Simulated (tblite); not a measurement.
C4H8O2Si2.
Geometry (GFN2-xTB, Å), atoms numbered from 1 in this order:
```xyz
16
C4H8O2Si2 angstrom
Si     2.8715    0.5168   -0.1699
O      1.7537   -0.6409   -0.5356
C      0.4605   -0.4770   -0.2806
C     -0.4465   -1.4264   -0.5830
C     -1.8474   -1.2859   -0.3257
C     -2.4135   -0.2030    0.2425
Si    -1.3296    1.2230    0.7403
O      0.1763    0.6923    0.2880
H      2.5942    1.7463   -0.9077
H      4.0424   -0.2011   -0.6499
H      2.8921    0.7720    1.2681
H     -0.0841   -2.3310   -1.0418
H     -2.4610   -2.1285   -0.6228
H     -3.4827   -0.1942    0.3933
H     -1.2116    1.4762    2.1797
H     -1.5220    2.4703   -0.0061
```

All values are computed: GFN2-xTB (tblite) harmonic vibrations without scaling, gas phase. Errors from tens to a few hundred cm⁻¹ against measured bands are possible. Modes of hydrogen on silicon can be 10 to 20 % off. One conformer, not necessarily the lowest.

Harmonic wavenumbers (cm⁻¹): 64.1, 92.2, 94.1, 147.2, 198.1, 333.7, 362.8, 376.4, 460.0, 490.8, 588.1, 598.9, 602.6, 634.6, 651.8, 670.6, 733.3, 752.2, 771.1, 793.6, 805.5, 813.2, 814.7, 822.8, 858.3, 931.5, 990.4, 1091.0, 1174.1, 1261.6, 1298.5, 1369.4, 1547.1, 1656.2, 2207.7, 2242.8, 2272.9, 2290.7, 2342.5, 3032.2, 3073.4, 3121.1.

A = 3104, B = 992.2, C = 765.2 MHz; mass 144.006 u (most abundant isotopes); point group Cs, symmetry number 1.

**Question.** What is the zero-point energy?

**Answer.** Half the sum of the wavenumbers: 22717 cm⁻¹ = 64.95 kcal/mol.

**Question.** Give the ideal-gas entropy at 500 K and 1 bar in the rigid-rotor, harmonic-oscillator model (classical rotation).

**Answer.** Translation 43.40, rotation 30.84, vibration 46.16: S = 120.4 cal/(mol K).

**Question.** And Cp and H(500 K) − H(0)?

**Answer.** Cp = 55.10 cal/(mol K), of which vibrations give 47.15 (their classical limit is 42 R = 83.5); H(500 K) − H(0) = 16.27 kcal/mol without the zero-point energy, 12.29 from vibrations.

**Question.** Which modes carry the vibrational entropy at 500 K?

**Answer.** 64.1 cm⁻¹: 5.35; 92.2 cm⁻¹: 4.63; 94.1 cm⁻¹: 4.59; 147.2 cm⁻¹: 3.71; 198.1 cm⁻¹: 3.13; 333.7 cm⁻¹: 2.14 cal/(mol K); the other 36 give 22.61 together.

**Question.** Blend soft modes into free rotors: weight 1/[1 + (100 cm⁻¹/ν̃)⁴] for the oscillator and the rest for a rotor with moment μB/(μ + B), μ = h/(8π²ν), B = 10⁻⁴⁴ kg m². What vibrational entropy results?

**Answer.** 43.36 cal/(mol K) in place of 46.16, which changes −T·S at 500 K by +1.40 kcal/mol.

**Question.** How do the functions run with temperature in this model?

**Answer.** 
```tsv
T (K)	S (cal/(mol K))	Cp (cal/(mol K))	H − H(0) (kcal/mol)	G − H(0) (kcal/mol)	ln q(vib)
150	76.1	21.7	2.18	-9.23	2.41
250	89.8	33.3	4.93	-17.53	4.71
298.15	96.2	38.6	6.66	-22.01	5.86
400	108.9	48.0	11.09	-32.46	8.37
600	131.0	60.6	22.06	-56.51	13.31
900	157.9	71.7	42.07	-99.99	20.20
```

q(vib) and H(0) count from the zero-point level.

**Question.** What must be added to the electronic energy to get the Gibbs energy at 500 K and 1 bar?

**Answer.** ZPE + [H(500 K) − H(0)] − T·S = 64.95 + 16.27 − 60.20 = 21.02 kcal/mol.

Hindered rotation and anharmonicity are outside this model. Other conformers, if any are populated, would add a mixing term that is left out.
